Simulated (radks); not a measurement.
Values are calculated unless marked as measured or tabulated.
Ionisation of Be, [He] 2s2, to Be+, [He] 2s1, under several functionals. Scalar-relativistic Kohn-Sham, spin-polarised, spherical densities, finite nucleus; open shells are filled with parallel spins first; a radial shooting solver on a logarithmic mesh with Libxc functionals.

[
 {"functional": "exchange-only B88", "E(Be) (hartree)": "-14.56930", "Exc (hartree)": "-2.65243", "IE (eV)": "8.068", "-e(HOMO) (eV)": "4.937", "<r> HOMO (bohr)": "2.641", "IE error (eV)": "-1.255"},
 {"functional": "BP86", "E(Be) (hartree)": "-14.66237", "Exc (hartree)": "-2.75162", "IE (eV)": "9.112", "-e(HOMO) (eV)": "5.704", "<r> HOMO (bohr)": "2.604", "IE error (eV)": "-0.211"},
 {"functional": "Wu-Cohen GGA", "E(Be) (hartree)": "-14.57696", "Exc (hartree)": "-2.65909", "IE (eV)": "8.875", "-e(HOMO) (eV)": "5.548", "<r> HOMO (bohr)": "2.610", "IE error (eV)": "-0.448"},
 {"functional": "PBE", "E(Be) (hartree)": "-14.63287", "Exc (hartree)": "-2.71975", "IE (eV)": "8.998", "-e(HOMO) (eV)": "5.610", "<r> HOMO (bohr)": "2.603", "IE error (eV)": "-0.324"},
 {"functional": "XLYP", "E(Be) (hartree)": "-14.68409", "Exc (hartree)": "-2.77516", "IE (eV)": "9.049", "-e(HOMO) (eV)": "5.498", "<r> HOMO (bohr)": "2.605", "IE error (eV)": "-0.274"},
 {"functional": "r2SCAN", "E(Be) (hartree)": "-14.65204", "Exc (hartree)": "-2.74267", "IE (eV)": "8.792", "-e(HOMO) (eV)": "5.747", "<r> HOMO (bohr)": "2.618", "IE error (eV)": "-0.531"},
 {"functional": "revPBE", "E(Be) (hartree)": "-14.66732", "Exc (hartree)": "-2.75799", "IE (eV)": "9.014", "-e(HOMO) (eV)": "5.614", "<r> HOMO (bohr)": "2.603", "IE error (eV)": "-0.309"},
 {"functional": "AM05", "E(Be) (hartree)": "-14.49624", "Exc (hartree)": "-2.56795", "IE (eV)": "8.888", "-e(HOMO) (eV)": "5.526", "<r> HOMO (bohr)": "2.618", "IE error (eV)": "-0.435"}
]

NIST Atomic Spectra Database: 9.323 eV (measured). Closest: BP86. The Delta-SCF values span 1.04 eV, the total energies 0.19 hartree. The highest occupied level is 2s.
